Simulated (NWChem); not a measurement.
C3H5NO; SMILES C(C#N)CO

Results from NWChem. Pople sets run with spherical d functions. Each level has its own optimisation; frequencies are unscaled. Brackets give each atom's bonded neighbours. One conformer.

```tsv
level	r C–N (Å)	r C–C [C(CCHH)–C(CN)] (Å)	r C–C [C(CCHH)–C(CHHO)] (Å)	r C–H [C(CCHH)–H(C)] (Å)	highest harmonic frequency (cm⁻¹)	lowest (cm⁻¹)	zero-point energy (kcal/mol)	dipole (D)
Hartree-Fock/6-31G*	1.135	1.471	1.534	1.084	4094	120	53.8	3.52
B3LYP/3-21G	1.164	1.456	1.554	1.097	3468	116	49.9	3.17
B3LYP/6-31G*	1.161	1.464	1.546	1.097	3739	112	50.0	3.43
```
